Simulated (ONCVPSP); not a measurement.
## An odd input for ONCVPSP 4.0.1 (technetium)

Command:

```bash
oncvpsp.x < Tc.dat > Tc.out
```

Input:

```
# ATOM AND REFERENCE CONFIGURATION
# atsym  z   nc   nv     iexc    psfile
  Tc 43.00    8    2        3      upf
#
#   n    l    f
    1    0    2.00
    2    0    2.00
    2    1    6.00
    3    0    2.00
    3    1    6.00
    3    2   10.00
    4    0    2.00
    4    1    6.00
    4    2    5.00
    5    0    2.00
#
# PSEUDOPOTENTIAL AND OPTIMIZATION
# lmax
    3
#
#   l,   rc,      ep,       ncon, nbas, qcut
    0    2.40    0.00    3    7    2.20
    1    2.30    0.02    4    7    3.00
    2    1.85    0.00    3    7    6.90
    3    7.00    0.41    4    8    4.80
#
# LOCAL POTENTIAL
# lloc, lpopt,  rc(5),   dvloc0
    4    5    1.25   -1.00
#
# VANDERBILT-KLEINMAN-BYLANDER PROJECTORs
# l, nproj, debl
    0    3    1.70
    1    2    1.40
    2    2    3.50
    3    2    0.60
#
# MODEL CORE CHARGE
# icmod, fcfact, rcfact
    2    0.45    0.90
#
# LOG DERIVATIVE ANALYSIS
# epsh1, epsh2, depsh
   -2.00    5.00    0.02
#
# OUTPUT GRID
# rlmax, drl
    6.00    0.01
#
# TEST CONFIGURATIONS
# ncnf
    4
# nvcnf
#   n    l    f
    2
    4    2    5.00
    5    0    1.00
#
    2
    4    2    5.00
    5    0    0.00
#
    2
    4    2    4.00
    5    0    0.00
#
    2
    4    2    5.50
    5    0    1.50
#
```

This is an input that runs to its end, with one change: rc of l = 3 set to 7.00 bohr. The unchanged file is no sound one. Note: ghosts flagged at negative energy: s at -6.5 eV, p at -31.3 eV; GHOST(+) flagged for s at 145.5 eV, p at 344.7 eV. A true bound ghost makes a file unfit for plane-wave use.

Question: How does the run end?

Answer: The program refuses the input: "test_data: must have rlmax>rcmax".

```
ONCVPSP  (Optimized Norm-Conservinng Vanderbilt PSeudopotential)
scalar-relativistic version 4.0.1

test_data: must have rlmax>rcmax
ERROR: test_data found   1 ERROR; stopping
```
